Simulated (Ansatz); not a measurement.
Relaxation of AlBrFH3O (7 atoms, charge 0, multiplicity 1), to a largest force component of 0.03 eV/Å in at most 50 steps.

The calculation used RKS PBE0/def2-SVP (Ansatz).

```xyz
7
Properties=species:S:1:pos:R:3
Al 0.086 0.597 -0.367
H -0.005 -0.134 2.288
O 1.568 -0.115 -0.728
H 1.713 -0.987 -1.098
F -1.360 -0.142 -0.689
Br 0.073 2.798 0.483
H 0.011 0.562 2.096
```

**Question.** Where does it end, and by what steps?

**Answer.** The forces met the threshold. The force dipped under the threshold on the way, but the program's further checks kept it going. After 22 steps the energy has fallen by 0.245 eV; H2 moved furthest, 0.59 Å.

```
step  energy less start (eV)  largest force component (eV/Å)  accepted
   0                  0.0000                           1.739       yes
   1                 -0.1564                           1.173       yes
   2                 -0.2003                           0.309       yes
   3                 -0.1954                           0.551        no
   4                 -0.2222                           0.315       yes
   5                 -0.2260                           0.156       yes
   6                 -0.2276                           0.076       yes
   7                 -0.2286                           0.022       yes
   8                 -0.2293                           0.030       yes
   9                 -0.1790                           1.436        no
  10                 -0.2322                           0.127       yes
  11                 -0.2243                           0.739        no
  12                 -0.2351                           0.096       yes
  13                 -0.2375                           0.205       yes
  14                 -0.2351                           0.447        no
  15                 -0.2401                           0.109       yes
  16                 -0.2420                           0.065       yes
  17                 -0.2435                           0.046       yes
  18                 -0.2442                           0.026       yes
  19                 -0.2441                           0.199        no
  20                 -0.2448                           0.026       yes
  21                 -0.2448                           0.112       yes
  22                 -0.2452                           0.005       yes
```

```xyz
7
Properties=species:S:1:pos:R:3
Al 0.110 0.682 -0.173
H -0.346 -0.121 1.813
O 1.581 -0.028 -0.599
H 1.695 -0.921 -0.929
F -1.323 -0.153 -0.321
Br 0.060 2.883 0.206
H 0.311 0.236 1.988
```

Run time: 56 s on 2 threads of Arm Neoverse V1 (shared host), peak memory 0.2 GiB.
